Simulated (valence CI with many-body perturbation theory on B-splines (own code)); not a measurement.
**Questions on Al VII**

Method: configuration interaction combined with many-body perturbation theory (CI+MBPT): five valence electrons over a frozen Dirac-Fock core [He], a basis of 9 s, 9 p, 8 d, 6 f, 3 g, 1 h functions for each j, with the one-electron correlation potential Σ1 (screened to all orders), the two-electron term Σ2, the three-electron term Σ3, Breit, model QED; selected single and double excitations, second order for the rest, scaled by the run's own slope (own B-spline code, finite nucleus).

Against 20 measured levels this calculation errs by 305 cm⁻¹ on average and by 596 at most. These come from a selection out of NIST levels in Kelleher and Podobedova, J. Phys. Chem. Ref. Data 37, 709 (2008); Martin and Zalubas, J. Phys. Chem. Ref. Data 8, 817 (1979). Levels without a partner in it may be off by more. Among the levels kept, up to 2400 cm⁻¹ of a level comes from second order outside the variational space, and about a tenth of that is noise between levels of different J, which matters for small intervals.

Rates and lifetimes use the calculated energies. Strong lines usually hold to 10 to 20 %, long lifetimes can be off by a factor of two.

(1) What is the ground level?

(2) What are the static dipole polarisabilities of the lowest levels?

(3) Where does the other parity begin?

(4) How well does LS coupling describe the low levels?

(5) Name the longest-lived excited levels whose lifetime is computed, and their main decay.

## Answers

(1) 2s2 2p3 4S°_3/2, composition 99 % 2s2 2p3 4S°, g = 2.001.

(2) 2s2 2p3 4S°_3/2 0.191; 2s2 2p3 2D°_3/2 0.168 (tensor 0.012); 2s2 2p3 2D°_5/2 0.169 (tensor 0.0096); 2s2 2p3 2P°_1/2 0.151 bohr³, of which the core gives 0.000350.

(3) At 2s 2p4 4P_5/2, 280280 cm⁻¹.

(4) Among the lowest 20 levels the leading LS term, summed over configurations, holds 100 % on average. For single configurations the figures are 98 % in LS and 69 % in jj coupling. Terms hardly mix: every one of these levels is at least 95 % one term.

(5) 2s2 2p3 2D°_5/2 at 62640 cm⁻¹ lives 63.2 s, mostly by M1 to 2s2 2p3 4S°_3/2; 2s2 2p3 2D°_3/2 at 62592 cm⁻¹ lives 2.23 s, mostly by M1 to 2s2 2p3 4S°_3/2; 2s2 2p3 2P°_1/2 at 94972 cm⁻¹ lives 52.6 ms, mostly by M1 to 2s2 2p3 4S°_3/2.
